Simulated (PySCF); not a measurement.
**C²⁺: excitation energy**

C²⁺ [He] 2s2 (1S) → C²⁺ [He] 2s1 3s1 (3S), as a difference of total energies. Calculation: PySCF 2.14, in dyall-av3z (15s9p3d2f, 71 functions); no relativity, point nucleus. Correlated levels: valence: 1s2 frozen; virtual orbitals above 40 to 60 times the deepest correlated orbital energy dropped. The calculations carry no spin-orbit coupling.

```tsv
method	excitation energy (cm⁻¹)
UHF	223970
LDA	229600
PBE	230040
PBE0	230240
r2SCAN	229190
B97-3	232360
PW91	230550
BHandHLYP	232420
M06-L	232470
MP2 (valence)	232840
SCS-MP2 (valence)	235520
```

The promoted electron is Rydberg-like, and one or two diffuse shells describe it only roughly, which tends to raise the upper state.
